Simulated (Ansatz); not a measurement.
## Molecular dynamics of H5O2PZn

input.yaml

```yaml
crystal:
  periodic: [false, false, false]
  atoms:
    - { symbol: Zn, position_ang: [0.313715, -0.261224, 0.075048] }
    - { symbol: O, position_ang: [0.022249, 0.322574, 1.885017] }
    - { symbol: H, position_ang: [-0.666854, -0.15964, 2.387028] }
    - { symbol: O, position_ang: [-0.261521, -0.431161, -1.619741] }
    - { symbol: H, position_ang: [0.435442, -0.831994, -2.172125] }
    - { symbol: P, position_ang: [2.64501, -0.953261, 1.310805] }
    - { symbol: H, position_ang: [2.085857, -2.01948, 0.50661] }
    - { symbol: H, position_ang: [2.814594, -0.081764, 0.166889] }
    - { symbol: H, position_ang: [1.212409, -0.276749, 1.930365] }
basis:
  gaussian: { orbitals: def2-SVP }
hamiltonian:
  xc: pbe
  dispersion: d4
md:
  timestep: 0.5
  n_steps: 200
  ensemble: nve
  temperature: 100.0
  initial_velocities: maxwell_boltzmann
  seed: 11010
```

Launched with:

```bash
$ ansatz run input.yaml --threads 2 --pin off --max-ram 3072MiB --backend cpu --events-out ev --progress --plain --runs-dir out
```

It starts at the highest image of a converged band. Of that band: Beside the main top the profile has a ripple of under 15 meV (maxima at images 2, 7), which may be a very shallow well or noise. A vibrational analysis at the climbing image gives one clearly imaginary mode, 897i cm⁻¹: a first-order saddle point.

Output, in part (step lines, the closing report, with atoms numbered from 0):

```
md step     0: t =     0.00 fs  T =   100.0 K  F+E_penalty+E_count = -61854.63904245 eV  E_kin = 0.090482 eV  conserved = -61854.54856045 eV  (29 SCF iters)
md step     1: t =     0.50 fs  T =    98.8 K  F+E_penalty+E_count = -61854.63792922 eV  E_kin = 0.089391 eV  conserved = -61854.54853852 eV  (29 SCF iters)
md step     2: t =     1.00 fs  T =    95.5 K  F+E_penalty+E_count = -61854.63492064 eV  E_kin = 0.086435 eV  conserved = -61854.54848551 eV  (29 SCF iters)
md step     3: t =     1.50 fs  T =    91.1 K  F+E_penalty+E_count = -61854.63083784 eV  E_kin = 0.082415 eV  conserved = -61854.54842305 eV  (29 SCF iters)
md step     4: t =     2.00 fs  T =    86.5 K  F+E_penalty+E_count = -61854.62666287 eV  E_kin = 0.078291 eV  conserved = -61854.54837218 eV  (29 SCF iters)
md step     5: t =     2.50 fs  T =    82.7 K  F+E_penalty+E_count = -61854.62319667 eV  E_kin = 0.074848 eV  conserved = -61854.54834844 eV  (29 SCF iters)
md step     6: t =     3.00 fs  T =    80.1 K  F+E_penalty+E_count = -61854.62081726 eV  E_kin = 0.072461 eV  conserved = -61854.54835577 eV  (29 SCF iters)
md step     7: t =     3.50 fs  T =    78.5 K  F+E_penalty+E_count = -61854.61941899 eV  E_kin = 0.071033 eV  conserved = -61854.54838579 eV  (29 SCF iters)
[... lines left out ...]
Total energy: -61854.94679442 eV, -2273.1273679062 hartree
Atom 0 at    -0.001303    -0.121047     0.113504 Å, force     0.132001    -0.021264    -0.280822 eV/Å
Atom 1 at    -0.322888     0.390245     1.774354 Å, force    -0.139405     0.424096     0.384654 eV/Å
Atom 2 at    -0.524822     1.350938     1.813925 Å, force     0.071438    -0.333768     0.016630 eV/Å
Atom 3 at     0.197765    -0.678365    -1.565242 Å, force     0.544765    -0.243296    -0.183893 eV/Å
Atom 4 at     1.146028    -0.865928    -1.764664 Å, force    -0.530786     0.153286     0.085121 eV/Å
Atom 5 at     3.189069    -1.189029     1.234046 Å, force    -0.976272    -0.417693     0.166921 eV/Å
Atom 6 at     2.251546    -1.550760     0.165283 Å, force     0.347092     0.110257     0.099769 eV/Å
Atom 7 at     2.799196     0.194886     1.153780 Å, force    -0.064079     0.043441     0.059424 eV/Å
Atom 8 at     2.112377    -1.496566     2.206228 Å, force     0.615246     0.284939    -0.347803 eV/Å
Dipole moment:     0.148022     0.279717     0.016877 e Å
```

The steps, from the saved trajectory:

| time (fs) | T (K) | potential energy less start (eV) | conserved less start (meV/atom) |
| --- | --- | --- | --- |
| 0 | 100 | 0.000 | 0.00 |
| 3 | 80 | 0.018 | 0.02 |
| 6 | 72 | 0.025 | 0.02 |
| 9 | 80 | 0.019 | 0.01 |
| 12 | 80 | 0.019 | 0.02 |
| 15 | 106 | -0.005 | 0.02 |
| 18 | 145 | -0.041 | 0.00 |
| 21 | 165 | -0.058 | 0.01 |
| 24 | 173 | -0.066 | 0.03 |
| 27 | 222 | -0.110 | 0.01 |
| 30 | 268 | -0.152 | -0.01 |
| 33 | 256 | -0.141 | 0.04 |
| 36 | 310 | -0.190 | -0.02 |
| 39 | 297 | -0.178 | 0.02 |
| 42 | 304 | -0.184 | 0.03 |
| 45 | 345 | -0.222 | -0.02 |
| 48 | 307 | -0.187 | 0.04 |
| 51 | 355 | -0.231 | -0.01 |
| 54 | 342 | -0.219 | 0.02 |
| 57 | 366 | -0.241 | 0.01 |
| 60 | 391 | -0.264 | -0.01 |
| 63 | 364 | -0.239 | 0.03 |
| 66 | 396 | -0.268 | -0.01 |
| 69 | 362 | -0.237 | 0.04 |
| 72 | 402 | -0.273 | 0.00 |
| 75 | 399 | -0.270 | 0.00 |
| 78 | 393 | -0.265 | 0.02 |
| 81 | 414 | -0.284 | -0.01 |
| 84 | 390 | -0.262 | 0.03 |
| 87 | 438 | -0.306 | 0.00 |
| 90 | 426 | -0.295 | 0.02 |
| 93 | 445 | -0.312 | -0.01 |
| 96 | 435 | -0.303 | 0.02 |
| 99 | 428 | -0.296 | 0.02 |

The run went to its last step. The conserved energy stayed within 0.038 meV per atom of its start (net change 0.014 meV per atom), so the integration is sound. The kinetic energy rose, since the run started high on the potential surface and went downhill. It ends in pieces (H2O2Zn + H3P), so much of that is their flight and rotation, not heat. A run of 0.1 ps of so small a system gives no equilibrium averages. The orbitals stay closed-shell, which can raise the energy where a bond breaks towards radicals; this wasn't checked here.

Between its relaxed ends the band would form Zn1–P6, O2–H9 and break P6–H9. These pairs go: Zn1–P6 2.73 → 3.55 Å, O2–H9 1.33 → 3.11 Å, P6–H9 1.70 → 1.48 Å. In the last frame they stand as before the step (other bonds may differ from the relaxed reactants and products). It ends as H2O2Zn + H3P. Pairs count as bonded within 1.25 times the sum of covalent radii (0.12 Å more for H–H).

Last frame:

```xyz
9
Properties=species:S:1:pos:R:3
Zn -0.001 -0.121 0.114
O -0.323 0.390 1.774
H -0.525 1.351 1.814
O 0.198 -0.678 -1.565
H 1.146 -0.866 -1.765
P 3.189 -1.189 1.234
H 2.252 -1.551 0.165
H 2.799 0.195 1.154
H 2.112 -1.497 2.206
```

Run time: 6.5 min on 2 threads of Arm Neoverse V1, on a shared host, peak memory 0.15 GiB.
